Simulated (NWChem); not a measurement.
All runs are NWChem calculations. System: FZn (+1), charge 1, spin multiplicity 1, at a geometry optimised with PBE/def2-SVP. The structure started from a generated list of species. Level: TD-LDA (SVWN5)/def2-SVPD.

Input file:

```
start mol
memory heap 200 mb stack 900 mb global 1100 mb
charge 1
geometry units angstroms nocenter noautoz
  Zn     0.000000     0.000000    -0.399909
  F      0.000000     0.000000     1.333029
  symmetry group C2v
end
basis spherical
  * library def2-svpd
end
dft
  xc slater vwn_5
  semidirect memsize 60000000 filesize 0
  iterations 100
end
tddft
  rpa
  nroots 8
  notriplet
  thresh 1e-4
end
task tddft energy
```

Output (cleaned and shortened):

```
             Northwest Computational Chemistry Package (NWChem) 7.3.0
             --------------------------------------------------------

                                NWChem Input Module
                                -------------------

 Scaling coordinates for geometry "geometry" by  1.889725989
 (inverse scale =  0.529177249)

 Turning off AUTOSYM since
 SYMMETRY directive was detected!

                             Geometry "geometry" -> ""
                             -------------------------

 Output coordinates in angstroms (scale by  1.889725989 to convert to a.u.)

  No.       Tag          Charge          X              Y              Z
 ---- ---------------- ---------- -------------- -------------- --------------
    1 Zn                  30.0000     0.00000000     0.00000000    -0.39990900
    2 F                    9.0000     0.00000000     0.00000000     1.33302900

 Effective nuclear repulsion energy (a.u.)      82.4483375804

            Nuclear Dipole moment (a.u.)
            ----------------------------
        X                 Y               Z
 ---------------- ---------------- ----------------
     0.0000000000     0.0000000000    -0.0000170075

      Symmetry information
      --------------------

 Group name             C2v
 Group number             16
 Group order               4
 No. of unique centers     2

      Symmetry unique atoms

     1    2


 Summary of "ao basis" -> "" (spherical)
 ------------------------------------------------------------------------------
       Tag                 Description            Shells   Functions and Types
 ---------------- ------------------------------  ------  ---------------------
 *                         def2-svpd                  on all atoms

                                 NWChem DFT Module
                                 -----------------

 Summary of "ao basis" -> "ao basis" (spherical)
 ------------------------------------------------------------------------------
       Tag                 Description            Shells   Functions and Types
 ---------------- ------------------------------  ------  ---------------------
 Zn                        def2-svpd                12       34   5s4p2d1f
 F                         def2-svpd                 9       23   4s3p2d

 Summary of "ao basis" -> "ao basis" (spherical)
 ------------------------------------------------------------------------------
       Tag                 Description            Shells   Functions and Types
 ---------------- ------------------------------  ------  ---------------------
 Zn                        def2-svpd                12       34   5s4p2d1f
 F                         def2-svpd                 9       23   4s3p2d

      Symmetry analysis of basis
      --------------------------

        a1         26
        a2          5
        b1         13
        b2         13

            General Information
            -------------------
          SCF calculation type: DFT
          Wavefunction type:  closed shell.
          No. of atoms     :     2
          No. of electrons :    38
           Alpha electrons :    19
            Beta electrons :    19
          Charge           :     1
          Spin multiplicity:     1
          Use of symmetry is: off; symmetry adaption is: on
          Maximum number of iterations: 100
          AO basis - number of functions:    57
                     number of shells:    21
          Convergence on energy requested:  1.00D-06
          Convergence on density requested:  1.00D-05
          Convergence on gradient requested:  5.00D-04

              XC Information
              --------------
                        Slater Exchange Functional  1.000 local
                      VWN V Correlation Functional  1.000 local

             Grid Information
             ----------------
          Grid used for XC integration:  medium
          Radial quadrature: Mura-Knowles
          Angular quadrature: Lebedev.
          Tag              B.-S. Rad. Rad. Pts. Rad. Cut. Ang. Pts.
          ---              ---------- --------- --------- ---------
          Zn                  1.35      112           9.0       590
          F                   0.50       49          10.0       434
          Grid pruning is: on
          Number of quadrature shells:   161
          Spatial weights used:  Erf1

          Convergence Information
          -----------------------
          Convergence aids based upon iterative change in
          total energy or number of iterations.
          Levelshifting, if invoked, occurs when the
          HOMO/LUMO gap drops below (HL_TOL):  1.00D-02
          DIIS, if invoked, will attempt to extrapolate
          using up to (NFOCK): 10 stored Fock matrices.

                    Damping( 0%)  Levelshifting(0.5)       DIIS
                  --------------- ------------------- ---------------
          dE  on:    start            ASAP                start
          dE off:    2 iters        100 iters           100 iters

      Screening Tolerance Information
      -------------------------------
          Density screening/tol_rho:  1.00D-10
          AO Gaussian exp screening on grid/accAOfunc:  14
          CD Gaussian exp screening on grid/accCDfunc:  20
          XC Gaussian exp screening on grid/accXCfunc:  20
          Schwarz screening/accCoul:  1.00D-08

      Superposition of Atomic Density Guess
      -------------------------------------

 Sum of atomic energies:       -1876.85884196

 Renormalizing density from      39.00 to     38

      Non-variational initial energy
      ------------------------------
[...]
  No. Spin  Occ  Vir  Irrep   E(Occ)    E(Vir)   E(Diff)
--------------------------------------------------------
    1    1   19   20 b2       -0.568    -0.480     2.402
    2    1   18   20 b1       -0.568    -0.480     2.402
    3    1   17   20 a1       -0.624    -0.480     3.921
    4    1   19   21 a1       -0.568    -0.283     7.753
    5    1   18   21 a2       -0.568    -0.283     7.753
    6    1   19   22 a2       -0.568    -0.283     7.753
    7    1   18   22 a1       -0.568    -0.283     7.753
    8    1   16   20 a1       -0.782    -0.480     8.222
--------------------------------------------------------

  Entering Davidson iterations
  Restricted singlet excited states

  Iter   NTrls   NConv    DeltaV     DeltaE      Time
  ----  ------  ------  ---------  ---------  ---------
    1      8       1     0.54E+00   0.10+100        0.8
    2     15       1     0.17E+00   0.68E-01        0.7
    3     29       1     0.17E-01   0.16E-01        0.9
    4     43       1     0.22E-02   0.11E-03        0.9
    5     57       4     0.75E-03   0.11E-05        0.9
    6     65       6     0.61E-03   0.45E-07        0.8
    7     69       7     0.18E-03   0.66E-07        0.7
    8     71       8     0.82E-04   0.52E-08        0.7
  ----  ------  ------  ---------  ---------  ---------
  Convergence criterion met

  Ground state a1      -1875.033655855895 a.u.

  ----------------------------------------------------------------------------
  Root   1 singlet b2             0.095431342 a.u.                2.5968 eV
  ----------------------------------------------------------------------------
     Transition Moments    X -0.00862   Y -0.25303   Z  0.00000
     Transition Moments   XX -0.00000  XY -0.00000  XZ  0.00212
     Transition Moments   YY  0.00000  YZ  0.06211  ZZ  0.00000
     Dipole Oscillator Strength                    0.0040778701
     Electric Quadrupole                           0.0000000000
     Magnetic Dipole                               0.0000000292
     Total Oscillator Strength                     0.0040778994

          sigma_e =   1.4940 Angstrom
          sigma_h =   0.8110 Angstrom
         |d_h->e| =   1.9236 Angstrom
            d_exc =   2.5692 Angstrom
            d_CD1 =   2.6066 Angstrom
            d_CD2 =   0.7711 Angstrom
            d_CD3 =   4.4927 Angstrom
     Pearson C.C. =  -0.0044

     Occ.   19  b2  ---  Virt.   20  a1  -0.99994 X
  ----------------------------------------------------------------------------
  Root   2 singlet b1             0.095431342 a.u.                2.5968 eV
  ----------------------------------------------------------------------------
     Transition Moments    X  0.25303   Y -0.00862   Z  0.00000
     Transition Moments   XX -0.00000  XY  0.00000  XZ -0.06211
     Transition Moments   YY  0.00000  YZ  0.00212  ZZ  0.00000
     Dipole Oscillator Strength                    0.0040778730
     Electric Quadrupole                           0.0000000000
     Magnetic Dipole                               0.0000000292
     Total Oscillator Strength                     0.0040779022

          sigma_e =   1.4940 Angstrom
          sigma_h =   0.8110 Angstrom
         |d_h->e| =   1.9236 Angstrom
            d_exc =   2.5692 Angstrom
            d_CD1 =   2.6066 Angstrom
            d_CD2 =   0.7711 Angstrom
            d_CD3 =   4.4927 Angstrom
     Pearson C.C. =  -0.0044

     Occ.   18  b1  ---  Virt.   20  a1   0.99994 X
  ----------------------------------------------------------------------------
  Root   3 singlet a1             0.188185387 a.u.                5.1208 eV
  ----------------------------------------------------------------------------
     Transition Moments    X  0.00000   Y  0.00000   Z -0.88443
     Transition Moments   XX  0.29297  XY -0.00000  XZ -0.00000
     Transition Moments   YY  0.29297  YZ  0.00000  ZZ -0.97413
     Dipole Oscillator Strength                    0.0981345725
     Electric Quadrupole                           0.0000000190
     Magnetic Dipole                               0.0000000000
     Total Oscillator Strength                     0.0981345915

          sigma_e =   1.5594 Angstrom
          sigma_h =   1.1396 Angstrom
         |d_h->e| =   1.5060 Angstrom
            d_exc =   2.4482 Angstrom
            d_CD1 =   1.9257 Angstrom
            d_CD2 =   0.1565 Angstrom
            d_CD3 =   3.9542 Angstrom
     Pearson C.C. =   0.0013

     Occ.   12  a1  ---  Virt.   20  a1   0.11372 X
     Occ.   17  a1  ---  Virt.   20  a1  -0.96307 X
     Occ.   17  a1  ---  Virt.   20  a1   0.12780 Y
     Occ.   17  a1  ---  Virt.   23  a1   0.06047 X
     Occ.   18  b1  ---  Virt.   22  b1  -0.18903 X
     Occ.   19  b2  ---  Virt.   21  b2  -0.18903 X
  ----------------------------------------------------------------------------
  Root   4 singlet a2             0.284908049 a.u.                7.7527 eV
  ----------------------------------------------------------------------------
     Transition Moments    X  0.00000   Y -0.00000   Z -0.00000
     Transition Moments   XX  0.00000  XY -0.00000  XZ -0.00000
     Transition Moments   YY -0.00000  YZ  0.00000  ZZ -0.00000
     Dipole Oscillator Strength                    0.0000000000
     Electric Quadrupole                           0.0000000000
     Magnetic Dipole                               0.0000000000
     Total Oscillator Strength                     0.0000000000

          sigma_e =   1.8022 Angstrom
          sigma_h =   0.8124 Angstrom
         |d_h->e| =   1.7093 Angstrom
            d_exc =   2.6133 Angstrom
            d_CD1 =   2.6991 Angstrom
            d_CD2 =   0.4020 Angstrom
            d_CD3 =   4.3226 Angstrom
     Pearson C.C. =  -0.0000

     Occ.   18  b1  ---  Virt.   21  b2  -0.70711 X
     Occ.   19  b2  ---  Virt.   22  b1   0.70711 X
  ----------------------------------------------------------------------------
  Root   5 singlet a2             0.287202085 a.u.                7.8152 eV
  ----------------------------------------------------------------------------
     Transition Moments    X  0.00000   Y  0.00000   Z  0.00000
     Transition Moments   XX  0.00001  XY -0.56650  XZ  0.00000
     Transition Moments   YY -0.00001  YZ  0.00000  ZZ  0.00000
     Dipole Oscillator Strength                    0.0000000000
     Electric Quadrupole                           0.0000000405
     Magnetic Dipole                               0.0000000000
     Total Oscillator Strength                     0.0000000405

          sigma_e =   1.8126 Angstrom
          sigma_h =   0.8163 Angstrom
         |d_h->e| =   1.7233 Angstrom
            d_exc =   2.6315 Angstrom
            d_CD1 =   2.7196 Angstrom
            d_CD2 =   0.4089 Angstrom
            d_CD3 =   4.3548 Angstrom
     Pearson C.C. =  -0.0010

     Occ.   18  b1  ---  Virt.   21  b2  -0.70668 X
     Occ.   19  b2  ---  Virt.   22  b1  -0.70668 X
  ----------------------------------------------------------------------------
  Root   6 singlet a1             0.287202162 a.u.                7.8152 eV
  ----------------------------------------------------------------------------
     Transition Moments    X  0.00000   Y -0.00000   Z  0.00000
     Transition Moments   XX  0.56650  XY  0.00001  XZ  0.00001
     Transition Moments   YY -0.56650  YZ -0.00001  ZZ -0.00000
     Dipole Oscillator Strength                    0.0000000000
     Electric Quadrupole                           0.0000000405
     Magnetic Dipole                               0.0000000000
     Total Oscillator Strength                     0.0000000405

          sigma_e =   1.8126 Angstrom
          sigma_h =   0.8163 Angstrom
         |d_h->e| =   1.7233 Angstrom
            d_exc =   2.6315 Angstrom
            d_CD1 =   2.7197 Angstrom
            d_CD2 =   0.4089 Angstrom
            d_CD3 =   4.3548 Angstrom
     Pearson C.C. =  -0.0010

     Occ.   18  b1  ---  Virt.   22  b1   0.70668 X
     Occ.   19  b2  ---  Virt.   21  b2  -0.70668 X
  ----------------------------------------------------------------------------
  Root   7 singlet a1             0.307529398 a.u.                8.3683 eV
  ----------------------------------------------------------------------------
     Transition Moments    X -0.00000   Y  0.00000   Z  0.00000
     Transition Moments   XX  0.36528  XY -0.00007  XZ -0.00000
     Transition Moments   YY -0.36528  YZ  0.00000  ZZ  0.00000
     Dipole Oscillator Strength                    0.0000000000
     Electric Quadrupole                           0.0000000207
     Magnetic Dipole                               0.0000000000
     Total Oscillator Strength                     0.0000000207

          sigma_e =   1.5006 Angstrom
          sigma_h =   0.5283 Angstrom
         |d_h->e| =   0.2799 Angstrom
            d_exc =   1.6149 Angstrom
            d_CD1 =   1.2521 Angstrom
            d_CD2 =  -0.7346 Angstrom
            d_CD3 =   1.8947 Angstrom
     Pearson C.C. =   0.0010

     Occ.   16  a1  ---  Virt.   20  a1  -0.99939 X
  ----------------------------------------------------------------------------
  Root   8 singlet a2             0.307529773 a.u.                8.3683 eV
  ----------------------------------------------------------------------------
     Transition Moments    X -0.00000   Y -0.00000   Z  0.00000
     Transition Moments   XX -0.00007  XY -0.36528  XZ -0.00001
     Transition Moments   YY  0.00007  YZ -0.00001  ZZ  0.00000
     Dipole Oscillator Strength                    0.0000000000
     Electric Quadrupole                           0.0000000207
     Magnetic Dipole                               0.0000000000
     Total Oscillator Strength                     0.0000000207

          sigma_e =   1.5006 Angstrom
          sigma_h =   0.5283 Angstrom
         |d_h->e| =   0.2799 Angstrom
            d_exc =   1.6149 Angstrom
            d_CD1 =   1.2521 Angstrom
            d_CD2 =  -0.7346 Angstrom
            d_CD3 =   1.8947 Angstrom
     Pearson C.C. =   0.0010

     Occ.   15  a2  ---  Virt.   20  a1   0.99939 X

              Target root =      1
          Target symmetry = none
      Ground state energy =  -1875.033655855895
        Excitation energy =      0.095431341555
     Excited state energy =  -1874.938224514340

  stored tddft:energy   -1874.9382245143402

 Task  times  cpu:        7.2s     wall:        7.2s

 Total times  cpu:        7.2s     wall:        7.2s
```
